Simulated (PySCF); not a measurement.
**Peak assignment**

Bonds: C1-Si2, Si2-C3, C3-C4, C4-O5, O5-C6, C6-C7, C7-N8, C6-Si2. C1 carries H9, H10, H11; Si2 carries H12; C3 carries H13; C4 carries H14; C6 carries H15; C7 carries H16; N8 carries H17.

- coordinates at the GFN2-xTB level
- shielding tensors at PBE0/pcSseg-1 (GIAO)
- run in PySCF
- isolated molecule, relativity neglected, single conformer, averaged over atoms made equivalent by symmetry, fast rotation or ring inversion

Chemical shifts δ = σref − σ; 13C (σ = 186.93 ppm), 1H (σ = 31.72 ppm) against TMS, all at this level.

(1) Assign these signals to the numbered atoms. 13C{1H} NMR (computed): δ 182.8 (CH), 171.6 (CH), 94.5 (CH), 78.6 (CH), -2.2 (CH3).

(2) Assign these signals to the numbered atoms. 1H NMR (400 MHz, computed): δ 10.78 (br s, 1H), 8.46 (d, 1H), 7.23 (d, 1H), 5.22 (m, 1H), 5.00 (m, 1H), 4.86 (m, 1H), 0.28 (d, 3H).

## Answers

(1) 
```tsv
δ (ppm)	atoms	environment	reason
182.8	C7	carbon bonded to C, N, H	–
171.6	C4	carbon bonded to C, O, H	–
94.5	C3	carbon bonded to C, Si, H	–
78.6	C6	carbon bonded to C, O, Si, H	–
-2.2	C1	carbon bonded to Si, 3 H	–
```

(2) 
| δ (ppm) | atoms | environment | reason |
| --- | --- | --- | --- |
| 10.78 | H17 | hydrogen on a nitrogen bonded to C | – |
| 8.46 | H16 | hydrogen on a carbon bonded to C, N | – |
| 7.23 | H14 | hydrogen on a carbon bonded to C, O | – |
| 5.22 | H12 | hydrogen on a silicon bonded to 3 C | – |
| 5.00 | H15 | hydrogen on a carbon bonded to C, O, Si | – |
| 4.86 | H13 | hydrogen on a carbon bonded to C, Si | – |
| 0.28 | H9/H10/H11 | hydrogen on a carbon bonded to Si | – |

Exchangeable OH/NH protons stand at their gas-phase positions; hydrogen bonding in a real sample shifts them, mostly to higher δ. Shifts are as computed. Against solution values, carbons near 30 ppm lie about +3 ppm off and those near 130 ppm about +5 ppm. Of 1211 compounds with measured shifts, 218 miss one by over three times the rms of a fit or turn the order of signals round; such compounds aren't used in these exercises. Multiplicities follow the n + 1 count of equivalent neighbours, as no J values were calculated; m marks all less simple cases, F and P coupling included.
